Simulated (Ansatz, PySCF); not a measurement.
System: CH4NO, net charge 1, singlet state. It need not be the lowest isomer of its formula. 
Coordinates optimised at B3LYP-D3(BJ)/def2-TZVP (Ansatz, a quantum-chemistry and plane-wave program):
```xyz
7

N     -1.1103     0.1667    -0.1510
C      0.4571     0.3259    -0.0454
O      1.0813    -0.6051     0.2679
H     -1.3527    -0.8011     0.0899
H     -1.5926     0.8042     0.4931
H      0.7656     1.3468    -0.2946
H     -1.4409     0.3691    -1.1016
```
Charge +1, spin multiplicity 1.

Total electronic energies in hartree. Cores are frozen in the correlated levels unless marked. Spin-orbit coupling is left out. No relativistic terms. Basis-set limits of correlation are two-point, X^-3; Hartree-Fock from the larger set. The bracket is a focal-point correction in the basis named.

```
level                                                                 program  energy (Eh)
-------------------------------------------------------------  --------------  -----------
BLYP-D3(BJ)/def2-TZVPD                                         Ansatz + dftd3   -170.23501
BLYP/def2-TZVPD                                                        Ansatz   -170.22832
r2SCAN/def2-TZVPD                                                      Ansatz          ___
B3LYP-D3(BJ)/def2-TZVPD                                        Ansatz + dftd3   -170.27617
PBE0/STO-3G                                                            Ansatz   -167.82486
PBE0/def2-TZVPD                                                        Ansatz   -170.07640
TPSSh-D3(BJ)/def2-TZVPD                                         PySCF + dftd3   -170.27601
MN15/def2-TZVPD                                                         PySCF   -170.07462
CAM-B3LYP/def2-TZVPD                                                   Ansatz          ___
RI-MP2/aug-cc-pVQZ                                                     Ansatz   -169.96683
SCS-MP2/STO-3G                                                         Ansatz   -167.27755
SCS-MP2/cc-pVTZ                                                        Ansatz   -169.90300
CCSD/STO-3G                                                            Ansatz   -167.30378
CCSD/cc-pVTZ                                                           Ansatz   -169.92369
RI-MP2/CBS(aug-cc-pVTZ,aug-cc-pVQZ)+[CCSD(T)-MP2]/aug-cc-pVTZ          Ansatz    -170.0340
```

Question: Complete the blanks.

Answer: 
- r2SCAN/def2-TZVPD, energy (Eh): -170.17602
- CAM-B3LYP/def2-TZVPD, energy (Eh): -170.19531
